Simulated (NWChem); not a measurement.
Correlation energy of HGa

```xyz
2

Ga     0.0000     0.0000     0.0529
H      0.0000     0.0000    -1.6386
```
Charge 0, spin multiplicity 1.

The numbers come from NWChem runs, not from measurements. All single points use one geometry, from B3LYP/def2-SVP, a minimum by its harmonic frequencies.

Basis set: def2-SVP. Each correlation energy counts from its own Hartree-Fock reference.

```json
[
 {"method": "CR-CCSD[T]", "correlation energy (mHa)": "-207.7", "difference from CCSD(T)": "+0.1"},
 {"method": "CCSDT", "correlation energy (mHa)": "-207.9", "difference from CCSD(T)": "-0.1"},
 {"method": "CCSD", "correlation energy (mHa)": "-201.5", "difference from CCSD(T)": "+6.3"},
 {"method": "CR-CCSD(T)", "correlation energy (mHa)": "-206.7", "difference from CCSD(T)": "+1.1"},
 {"method": "CCSD+T(CCSD)", "correlation energy (mHa)": "-209.0", "difference from CCSD(T)": "-1.2"},
 {"method": "SCS-MP2", "correlation energy (mHa)": "-185.7", "difference from CCSD(T)": "+22.1"},
 {"method": "CCSD(T)", "correlation energy (mHa)": "-207.8", "difference from CCSD(T)": "0.0"},
 {"method": "MP2", "correlation energy (mHa)": "-195.3", "difference from CCSD(T)": "+12.5"}
]
```

The values span 23.3 mHa, from CCSD+T(CCSD) (lowest) to SCS-MP2 (highest). 

The Hamiltonian is non-relativistic. The correlated methods keep 9 core orbitals frozen. The structure started from a generated list of species. No row is a measurement; the coupled-cluster row has its own basis-set and correlation limits.
